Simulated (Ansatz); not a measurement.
Gas-phase electronic energies from Ansatz, PBE0-D4/def2-TZVP geometries. CBS: MP2 limit from def2 TZ/QZ plus the TZ coupled-cluster correction, frozen cores. Functionals use def2-TZVPP. For Ge outer-core shells are correlated without core-valence functions, which leaves a few kJ/mol of doubt a bond. Scalar relativity is left out up to krypton. Each species was taken in one conformer, which may not be the lowest.

`C[SiH](N)[AlH2]` + `F[SiH](S)[GeH3]` → `F[SiH]([AlH2])[GeH3]` + `C[SiH](N)S`  (redistribution)

`C[SiH](N)[AlH2]`:

Z-matrix (Å, degrees):
```
C
Si 1 1.886
H 1 1.093 2 111.7
H 1 1.094 2 110.6 3 120.2
H 1 1.094 2 110.6 3 -120.5
N 2 1.731 1 115.2 3 -62.9
Al 2 2.463 1 112.6 3 59.8
H 2 1.496 1 105.7 3 -179.8
H 6 1.008 2 121.1 1 -63.2
H 6 1.006 2 120.2 1 83.6
H 7 1.596 2 120.4 1 -106.1
H 7 1.593 2 122.3 1 73.5
```

`F[SiH](S)[GeH3]`:

Z-matrix (Å, degrees):
```
Si
S 1 2.123
Ge 1 2.377 2 111.0
F 1 1.604 2 111.6 3 -120.7
H 1 1.482 2 104.3 3 123.6
H 2 1.344 1 95.0 3 43.3
H 3 1.536 1 111.6 2 -171.2
H 3 1.536 1 109.3 2 67.9
H 3 1.538 1 109.1 2 -50.8
```

`F[SiH]([AlH2])[GeH3]`:

```xyz
10

F     0.330    2.128   -0.889
Si    0.581    0.573   -0.519
Al   -0.736   -0.937   -1.948
Ge    0.106    0.269    1.805
H     2.047    0.326   -0.678
H    -1.789   -0.394   -3.003
H    -0.531   -2.500   -1.750
H    -1.393    0.461    2.097
H     0.482   -1.172    2.198
H     0.903    1.245    2.687
```

`C[SiH](N)S`:

Z-matrix (Å, degrees):
```
C
Si 1 1.860
H 1 1.092 2 110.3
H 1 1.094 2 111.0 3 119.5
H 1 1.092 2 110.7 3 -119.8
N 2 1.709 1 107.8 3 178.2
S 2 2.146 1 113.8 3 61.9
H 2 1.493 1 109.0 3 -55.1
H 6 1.006 2 121.8 1 -176.0
H 6 1.006 2 121.3 1 30.1
H 7 1.343 2 94.1 1 -95.6
```

```tsv
species	r2SCAN-D4 energy (Eh)
`C[SiH](N)[AlH2]`	-629.54996
`F[SiH](S)[GeH3]`	-2867.59821
`F[SiH]([AlH2])[GeH3]`	-2712.36626
`C[SiH](N)S`	-784.78680
```

Question: Work out ΔE.

Answer: ΔE = (-2712.36626) + (-784.78680) − (-629.54996) − (-2867.59821) = -0.00489 Eh = -12.8 kJ/mol. CCSD(T)/CBS gives -12.3 kJ/mol.

Largest T1 diagnostic among the species: 0.012.

In def2-TZVPP, CCSD(T) changes the Hartree–Fock value by +4.5 kJ/mol (the triples alone add +1.0 kJ/mol) and MP2 by +4.7 kJ/mol.
